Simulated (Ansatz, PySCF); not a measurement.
Molecule: C2H6FSi, charge 0, multiplicity 2. SMILES: C[Si](C)F
Coordinates optimised at B3LYP-D3(BJ)/def2-TZVP (Ansatz, a quantum-chemistry and plane-wave program):
```xyz
10

C      1.5969     0.7121    -0.0749
Si    -0.0095    -0.2086    -0.3757
C     -1.5073     0.8845    -0.0919
F     -0.0823    -1.4125     0.7083
H      2.4615     0.0615    -0.2096
H      1.6149     1.1006     0.9484
H      1.6898     1.5533    -0.7647
H     -1.4934     1.2732     0.9314
H     -1.4990     1.7304    -0.7822
H     -2.4371     0.3335    -0.2363
```
Charge 0, spin multiplicity 2.

Quantity: size of the dipole moment, in D. Conventions: no dispersion term unless named; 6-31G* and kin with 6d, 5d where marked; no spin-orbit coupling; open shells spin-unrestricted; non-relativistic. First-principles rows: single points at B3LYP-D3(BJ) geometries (Ansatz).

| level | program | size of the dipole moment (D) |
|---|---|---|
| SVWN5/6-31G* | Ansatz | 1.86 |
| PBE/6-31G* | Ansatz | 1.74 |
| B3LYP/3-21G | Ansatz | 1.81 |
| B3LYP/6-31G* | Ansatz | 1.78 |
| B3LYP/def2-SVP | Ansatz | 1.77 |
| M06-2X/6-31G* (5d) | PySCF | 1.78 |

No value to compare with is used here. The 6 habitual levels span 1.74 (PBE/6-31G*) to 1.86 D (SVWN5/6-31G*).

The levels are drawn from those run, B3LYP/6-31G* more often than the rest, none by its result; left out are runs that failed, that the program found above a lower state of the same kind, or whose <S^2> lies over 0.5 above the pure value.
